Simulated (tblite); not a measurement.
Species: C5H13FOSi2.
Numbering: `[F:1][CH2:2][C:3]1([O:4][CH2:5][SiH3:6])[CH2:7][SiH2:8][CH2:9]1` (hydrogens: H10, H11 on C2; H12, H13 on C5; H14, H15, H16 on Si6; H17, H18 on C7; H19, H20 on Si8; H21, H22 on C9)

Structure used (GFN2-xTB), in Å, numbered top down from 1:
```xyz
22
C5H13FOSi2 angstrom
F      0.7363    2.1685    0.9233
C      0.9961    1.6382   -0.3191
C      0.5526    0.1778   -0.4421
O     -0.8383    0.0503   -0.6324
C     -1.6729    0.5600    0.4001
Si    -3.3412   -0.3088    0.1207
C      1.2789   -0.4782   -1.6372
Si     2.4511   -1.4101   -0.4522
C      1.1331   -0.6791    0.7146
H      0.4724    2.2629   -1.0500
H      2.0784    1.7109   -0.4616
H     -1.2533    0.3271    1.3843
H     -1.7424    1.6519    0.3326
H     -4.3005    0.1844    1.1129
H     -3.1416   -1.7497    0.2844
H     -3.8040   -0.0173   -1.2345
H      0.5802   -1.1217   -2.1669
H      1.6772    0.2364   -2.3534
H      3.7824   -0.8129   -0.3346
H      2.5089   -2.8640   -0.5719
H      0.3961   -1.4092    1.0455
H      1.4402   -0.0985    1.5812
```

Calculated harmonic vibrations of the isolated species, GFN2-xTB (tblite), most abundant isotopes, no scaling. Errors from tens to a few hundred cm⁻¹ against measured bands are possible. Modes of hydrogen on silicon can be 10 to 20 % off. One conformer, not necessarily the lowest.

Harmonic wavenumbers (cm⁻¹): 35.0, 69.4, 89.9, 99.3, 129.9, 157.0, 196.2, 240.4, 321.5, 339.4, 422.9, 436.5, 456.5, 462.3, 518.2, 559.1, 586.2, 617.0, 702.8, 727.2, 755.4, 759.5, 763.3, 778.5, 782.0, 784.4, 801.1, 806.4, 844.3, 919.6, 959.5, 1033.8, 1042.3, 1051.5, 1095.4, 1114.7, 1183.7, 1195.9, 1207.0, 1229.2, 1254.3, 1290.8, 1323.8, 1436.9, 1459.2, 1465.8, 1487.9, 2249.7, 2259.5, 2263.2, 2285.8, 2290.3, 2888.0, 2924.2, 2955.4, 2958.3, 3000.1, 3005.2, 3013.9, 3020.9.

A = 1708, B = 677.3, C = 558.1 MHz; mass 164.049 u (most abundant isotopes); point group C1, symmetry number 1.

Zero-point energy?

Half the sum of the wavenumbers: 35554 cm⁻¹ = 101.65 kcal/mol.

Entropy at 500 K, 1 bar (ideal gas, RRHO, classical rotation)?

Translation 43.79, rotation 32.13, vibration 64.10: S = 140.0 cal/(mol K).

And Cp and H(500 K) − H(0)?

Cp = 70.65 cal/(mol K), of which vibrations give 62.70 (their classical limit is 60 R = 119.2); H(500 K) − H(0) = 20.42 kcal/mol without the zero-point energy, 16.44 from vibrations.

Which modes carry the vibrational entropy at 500 K?

35.0 cm⁻¹: 6.55; 69.4 cm⁻¹: 5.19; 89.9 cm⁻¹: 4.68; 99.3 cm⁻¹: 4.48; 129.9 cm⁻¹: 3.95; 157.0 cm⁻¹: 3.58 cal/(mol K); the other 54 give 35.66 together.

What must be added to the electronic energy to get the Gibbs energy at 500 K and 1 bar?

ZPE + [H(500 K) − H(0)] − T·S = 101.65 + 20.42 − 70.01 = 52.06 kcal/mol.

How do the functions run with temperature in this model?

| T (K) | S (cal/(mol K)) | Cp (cal/(mol K)) | H − H(0) (kcal/mol) | G − H(0) (kcal/mol) | ln q(vib) |
| --- | --- | --- | --- | --- | --- |
| 100 | 74.5 | 21.4 | 1.46 | -5.99 | 2.38 |
| 200 | 93.1 | 34.3 | 4.22 | -14.40 | 5.70 |
| 300 | 109.7 | 48.4 | 8.36 | -24.55 | 9.02 |
| 800 | 178.0 | 90.6 | 44.90 | -97.50 | 25.25 |
| 1000 | 199.2 | 99.1 | 63.92 | -135.27 | 31.09 |

q(vib) and H(0) count from the zero-point level.

Blend soft modes into free rotors: weight 1/[1 + (100 cm⁻¹/ν̃)⁴] for the oscillator and the rest for a rotor with moment μB/(μ + B), μ = h/(8π²ν), B = 10⁻⁴⁴ kg m². What vibrational entropy results?

59.17 cal/(mol K) in place of 64.10, which changes −T·S at 500 K by +2.46 kcal/mol.

Hindered rotation and anharmonicity are outside this model. Other conformers, if any are populated, would add a mixing term that is left out. The structure is chiral; the term R ln 2 for an equal mix with its mirror image is left out.
